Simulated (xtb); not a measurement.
CuF, triplet, from a rough starting geometry (GFN-xTB shapes and energies of metal compounds can be far from the true ones) (the multiplicity is a formal guess); GFN2-xTB (xtb).

xtb was given this input:
```
$ xtb mol.xyz --gfn 2 --uhf 2 --opt vtight --json

# file mol.xyz
2

Cu    -0.46948623    -0.39176658    -0.57391279
F      0.44147425     0.36535654     0.60182463
```

The log (banner, timings and long lists left out):

```
   ID    Z sym.   atoms
    1   29 Cu     1
    2    9 F      2

           -------------------------------------------------
          |                Calculation Setup                |
           -------------------------------------------------

           -------------------------------------------------
          |                 G F N 2 - x T B                 |
           -------------------------------------------------

          ...................................................
          :                      SETUP                      :
          :.................................................:
          :  # basis functions                  14          :
          :  # atomic orbitals                  13          :
          :  # shells                            5          :
          :  # electrons                        18          :
          :  max. iterations                   250          :
          :  Hamiltonian                  GFN2-xTB          :
          :  restarted?                      false          :
          :  GBSA solvation                  false          :
          :  PC potential                    false          :
          :  electronic temp.          300.0000000     K    :
          :  accuracy                    1.0000000          :
          :  -> integral cutoff          0.2500000E+02      :
          :  -> integral neglect         0.1000000E-07      :
          :  -> SCF convergence          0.1000000E-05 Eh   :
          :  -> wf. convergence          0.1000000E-03 e    :
          :  Broyden damping             0.4000000          :
          :  net charge                          0          :
          :  unpaired electrons                  2          :
          ...................................................

 iter      E             dE          RMSdq      gap      omega  full diag
   1     -8.4613486 -0.846135E+01  0.104E+01    4.08       0.0  T
   2     -8.4517692  0.957941E-02  0.665E+00    4.40       1.0  T
   3     -8.4572446 -0.547536E-02  0.506E+00    4.63       1.0  T
   4     -8.4636196 -0.637496E-02  0.255E+00    4.89       1.0  T
   5     -8.4642595 -0.639892E-03  0.244E+00    4.90       1.0  T
   6     -8.4688694 -0.460998E-02  0.162E+00    4.95       1.0  T
   7     -8.4718508 -0.298140E-02  0.327E-01    5.05       1.0  T
   8     -8.4692126  0.263820E-02  0.115E+00    5.12       1.0  T
   9     -8.4708677 -0.165509E-02  0.726E-01    5.13       1.0  T
  10     -8.4719669 -0.109922E-02  0.556E-01    5.13       1.0  T
  11     -8.4719588  0.817518E-05  0.357E-01    5.16       1.0  T
  12     -8.4720316 -0.728200E-04  0.419E-01    5.18       1.0  T
  13     -8.4720371 -0.552100E-05  0.420E-01    5.18       1.0  T
  14     -8.4720563 -0.191466E-04  0.439E-01    5.18       1.0  T
  15     -8.4719733  0.829211E-04  0.318E-01    5.11       1.0  T
  16     -8.4717569  0.216410E-03  0.649E-01    4.97       1.0  T
  17     -8.4717247  0.322408E-04  0.727E-01    4.95       1.0  T
  18     -8.4717761 -0.514250E-04  0.598E-01    4.98       1.0  T
  19     -8.4718482 -0.720708E-04  0.466E-01    5.03       1.0  T
  20     -8.4718989 -0.507351E-04  0.460E-01    5.08       1.0  T
  21     -8.4719435 -0.446038E-04  0.559E-01    5.12       1.0  T
  22     -8.4719501 -0.661832E-05  0.607E-01    5.13       1.0  T
  23     -8.4719471  0.302554E-05  0.582E-01    5.13       1.0  T
  24     -8.4719339  0.131766E-04  0.509E-01    5.11       1.0  T
  25     -8.4719140  0.199596E-04  0.453E-01    5.08       1.0  T
  26     -8.4718900  0.240213E-04  0.432E-01    5.06       1.0  T
  27     -8.4718231  0.668071E-04  0.504E-01    5.01       1.0  T
  28     -8.4717584  0.647882E-04  0.622E-01    4.97       1.0  T
  29     -8.4716639  0.945105E-04  0.793E-01    4.94       1.0  T
  30     -8.4714999  0.163906E-03  0.105E+00    4.90       1.0  T
  31     -8.4711488  0.351107E-03  0.150E+00    4.83       1.0  T
  32     -8.4701766  0.972229E-03  0.242E+00    4.72       1.0  T
  33     -8.4666626  0.351403E-02  0.465E+00    4.43       1.0  T
  34     -8.4495566  0.171060E-01  0.108E+01    3.49       1.0  T
  35     -8.3725854  0.769712E-01  0.256E+01    0.80       1.0  T
  36     -8.2153954  0.157190E+00  0.225E+01    0.00       1.0  T
  37     -8.1247589  0.906365E-01  0.381E+01    0.00       1.0  T
  38     -8.0135202  0.111239E+00  0.533E+01    0.00       1.0  T
  39     -7.8893995  0.124121E+00  0.620E+01    0.00       1.0  T
  40     -7.3178465  0.571553E+00  0.103E+02    0.00       1.0  T
  41     -7.3486082 -0.307616E-01  0.958E+01    0.00       1.0  T
  42     -7.7403122 -0.391704E+00  0.684E+01    0.00       1.0  T
  43     -7.1577401  0.582572E+00  0.170E+02    0.00       1.0  T
  44     -7.0538267  0.103913E+00  0.299E+02    0.00       1.0  T
  45     -6.9335137  0.120313E+00  0.840E+02    0.00       1.0  T
  46     -6.6040756  0.329438E+00  0.265E+03    0.01       1.0  T
  47     -6.6434828 -0.394072E-01  0.719E+03   67.34       1.0  T
  48     -6.6959371 -0.524543E-01  0.168E+04  155.07       1.0  T
  49     -1.1822446  0.551369E+01  0.384E+04    0.00       1.0  T
  50     -1.0627650  0.119480E+00  0.820E+04    0.00       1.0  T
  51     -1.0559191  0.684586E-02  0.162E+05  196.45       1.0  T
  52     -1.0577279 -0.180883E-02  0.300E+05 1484.05       1.0  T
  53     -1.0589779 -0.125000E-02  0.519E+05 5302.21       1.0  T
  54     -1.0597045 -0.726513E-03  0.846E+0514942.72       1.0  T
  55     -1.0601253 -0.420847E-03  0.130E+0636260.04       1.0  T
  56     -1.0603756 -0.250257E-03  0.190E+0677996.84       1.0  T
  57     -1.0605292 -0.153616E-03  0.264E+06********       1.0  T
  58     -1.0606263 -0.971555E-04  0.349E+06********       1.0  T
  59     -1.0606893 -0.629495E-04  0.440E+06********       1.0  T
  60     -1.0607307 -0.413877E-04  0.532E+06********       1.0  T
  61     -1.0607578 -0.271828E-04  0.615E+06********       1.0  T
  62     -1.0607752 -0.173258E-04  0.684E+06********       1.0  T
[...]
 189     -8.4030006 -0.446382E-01  0.414E+01    4.20       1.0  T
 190     -8.4347738 -0.317733E-01  0.190E+01    4.56       1.0  T
 191     -8.4387465 -0.397270E-02  0.110E+01    3.86       1.0  T
 192     -8.1421219  0.296625E+00  0.174E+01    0.03       1.0  T
 193     -8.1681929 -0.260709E-01  0.144E+01    0.03       1.0  T
 194     -8.3497848 -0.181592E+00  0.165E+01    1.58       1.0  T
 195     -8.0569629  0.292822E+00  0.379E+01    0.03       1.0  T
 196     -8.0015527  0.554103E-01  0.498E+01    0.03       1.0  T
 197     -8.0362739 -0.347213E-01  0.493E+01    0.03       1.0  T
 198     -8.0521331 -0.158592E-01  0.497E+01    0.03       1.0  T
 199     -8.2355895 -0.183456E+00  0.391E+01    0.02       1.0  T
 200     -8.1688825  0.667070E-01  0.128E+01    5.63       1.0  T
 201     -8.4636336 -0.294751E+00  0.881E+00    6.11       1.0  T
 202     -8.4429365  0.206971E-01  0.245E+01    6.26       1.0  T
 203     -8.4041360  0.388005E-01  0.384E+01    6.13       1.0  T
 204     -8.3745735  0.295625E-01  0.459E+01    5.88       1.0  T
 205     -8.3983018 -0.237284E-01  0.387E+01    5.81       1.0  T
 206     -8.4354605 -0.371587E-01  0.246E+01    5.84       1.0  T
 207     -8.4578332 -0.223726E-01  0.125E+01    5.78       1.0  T
 208     -8.4676678 -0.983469E-02  0.591E+00    5.64       1.0  T
 209     -8.4702211 -0.255330E-02  0.417E+00    5.62       1.0  T
 210     -8.4687263  0.149488E-02  0.555E+00    5.88       1.0  T
 211     -8.4594001  0.932612E-02  0.105E+01    6.15       1.0  T
 212     -8.4546282  0.477199E-02  0.125E+01    6.17       1.0  T
 213     -8.4597718 -0.514364E-02  0.102E+01    6.07       1.0  T
 214     -8.4664799 -0.670806E-02  0.669E+00    5.93       1.0  T
 215     -8.4698564 -0.337659E-02  0.445E+00    5.83       1.0  T
 216     -8.4710637 -0.120725E-02  0.345E+00    5.80       1.0  T
 217     -8.4713920 -0.328323E-03  0.310E+00    5.82       1.0  T
 218     -8.4465844  0.248077E-01  0.575E+00    5.83       1.0  T
 219     -8.4696329 -0.230486E-01  0.438E+00    5.15       1.0  T
 220     -8.4708273 -0.119434E-02  0.495E+00    4.34       1.0  T
 221     -8.4595651  0.112621E-01  0.106E+01    3.34       1.0  T
 222     -8.4277804  0.317848E-01  0.128E+01    3.23       1.0  T
 223     -8.4474715 -0.196911E-01  0.134E+01    2.81       1.0  T
 224     -8.4376041  0.986739E-02  0.185E+01    2.00       1.0  T
 225     -8.4360018  0.160230E-02  0.230E+01    1.36       1.0  T
 226     -8.4364558 -0.453984E-03  0.235E+01    1.30       1.0  T
 227     -8.4392411 -0.278533E-02  0.208E+01    1.67       1.0  T
 228     -8.4499912 -0.107501E-01  0.169E+01    2.28       1.0  T
 229     -8.4617600 -0.117688E-01  0.109E+01    3.26       1.0  T
 230     -8.4699660 -0.820603E-02  0.498E+00    4.30       1.0  T
 231     -8.4577966  0.121694E-01  0.793E+00    3.81       1.0  T
 232     -8.4628657 -0.506912E-02  0.103E+01    3.38       1.0  T
 233     -8.4435862  0.192795E-01  0.668E+00    4.25       1.0  T
 234     -8.4665482 -0.229619E-01  0.348E+00    4.47       1.0  T
 235     -8.4575889  0.895927E-02  0.867E+00    3.73       1.0  T
 236     -8.4615709 -0.398194E-02  0.108E+01    3.30       1.0  T
 237     -8.4592526  0.231829E-02  0.718E+00    4.05       1.0  T
 238     -8.4673801 -0.812754E-02  0.449E+00    4.34       1.0  T
 239     -8.4612998  0.608029E-02  0.819E+00    3.81       1.0  T
 240     -8.4658326 -0.453275E-02  0.906E+00    3.64       1.0  T
 241     -8.4684763 -0.264373E-02  0.633E+00    4.14       1.0  T
 242     -8.4663459  0.213036E-02  0.655E+00    4.06       1.0  T
 243     -8.4679047 -0.155876E-02  0.748E+00    3.93       1.0  T
 244     -8.4692411 -0.133641E-02  0.704E+00    4.01       1.0  T
 245     -8.4695878 -0.346693E-03  0.656E+00    4.08       1.0  T
 246     -8.4689159  0.671885E-03  0.684E+00    4.03       1.0  T
 247     -8.4694776 -0.561660E-03  0.678E+00    4.05       1.0  T
 248     -8.4695286 -0.510572E-04  0.668E+00    4.06       1.0  T
 249     -8.4693685  0.160116E-03  0.674E+00    4.05       1.0  T
 250     -8.4694856 -0.117096E-03  0.675E+00    4.05       1.0  T

   *** convergence criteria cannot be satisfied within 250 iterations ***

         #    Occupation            Energy/Eh            Energy/eV
      -------------------------------------------------------------
         1        2.0000           -0.8165777             -22.2202
       ...           ...                  ...                  ...
         4        2.0000           -0.5124468             -13.9444
         5        2.0000           -0.4876118             -13.2686
         6        2.0000           -0.4876067             -13.2685
         7        1.8126           -0.4733235             -12.8798
         8        1.7674           -0.4730636             -12.8727
         9        1.4200           -0.4716228             -12.8335
        10        1.0000           -0.3127696              -8.5109 (HOMO)
        11                         -0.1638688              -4.4591 (LUMO)
        12                         -0.1627835              -4.4296
        13                          0.4057860              11.0420
ERROR STOP

Error termination. Backtrace:
      -------------------------------------------------------------
                  HL-Gap            0.1489008 Eh            4.0518 eV
             Fermi-level           -0.3551244 Eh           -9.6634 eV

 transition dipole moment (au) for excitation:           9          10
     X       Y       Z
   0.1678   0.1395   0.2166  total (au/Debye):    0.307   0.782
 dE (eV)             :    4.323
 oscillator strength :  0.14160E-01

########################################################################
[ERROR] Program stopped due to fatal error
-3- Single point calculation terminated
-2- xtb_calculator_singlepoint: Electronic structure method terminated
-1- scf: Self consistent charge iterator did not converge
########################################################################

abnormal termination of xtb
```

The run did not converge; its last values are not results.
